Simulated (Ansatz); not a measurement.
## SiAsNH6 (SMILES N[AsH][SiH3]): the energy to break a bond

SiAsNH6: 9 atoms, total charge 0, spin state singlet. As SMILES, `N[AsH][SiH3]`. The shape was relaxed beforehand at PBE0/def2-SVP. This is one conformer, not always the lowest.

| atom | x (Å) | y (Å) | z (Å) |
| --- | --- | --- | --- |
| N | -1.0951 | 0.7121 | -1.1383 |
| As | 0.7428 | 0.4569 | -0.9823 |
| Si | 0.5599 | -1.0620 | 0.8281 |
| H | -1.3152 | 1.2556 | -1.9697 |
| H | -1.5330 | 1.1583 | -0.3357 |
| H | 1.1517 | 1.6164 | -0.0543 |
| H | 1.8961 | -1.2214 | 1.4817 |
| H | 0.1069 | -2.3864 | 0.3091 |
| H | -0.4256 | -0.5758 | 1.8444 |

Wanted: the dissociation energy of the H5–N1 bond into doublet H and doublet SiAsNH5 (shapes relaxed at PBE0/def2-SVP, no zero-point term). 1 Eh = 2625.50 kJ/mol = 27.2114 eV. Totals in Eh; open shells run unrestricted unless said.

| level | program | SiAsNH6 | doublet H | doublet SiAsNH5 |
| --- | --- | --- | --- | --- |
| PBE/def2-SVP | Ansatz | -2582.741873 | -0.498629 | -2582.082964 |
| B3LYP/def2-SVP | Ansatz | -2583.371559 | -0.501259 | -2582.706963 |
| MP2/def2-SVP, 15 core orbitals frozen in the whole | Ansatz | -2581.165479 | -2580.497955 | -0.499278 |

Task: Work out the dissociation energy at each level.

Result: 
1. PBE/def2-SVP: (-0.498629) + (-2582.082964) − (-2582.741873) = 0.160280 Eh = 420.8 kJ/mol = 4.36 eV.
2. B3LYP/def2-SVP: (-0.501259) + (-2582.706963) − (-2583.371559) = 0.163337 Eh = 428.8 kJ/mol = 4.44 eV.
3. MP2/def2-SVP: (-2580.497955) + (-0.499278) − (-2581.165479) = 0.168246 Eh = 441.7 kJ/mol = 4.58 eV.

The levels span 421 to 442 kJ/mol; no measured value is set beside them. Relativity is left out. A bond enthalpy at 298 K also holds the loss of zero-point energy and thermal terms.
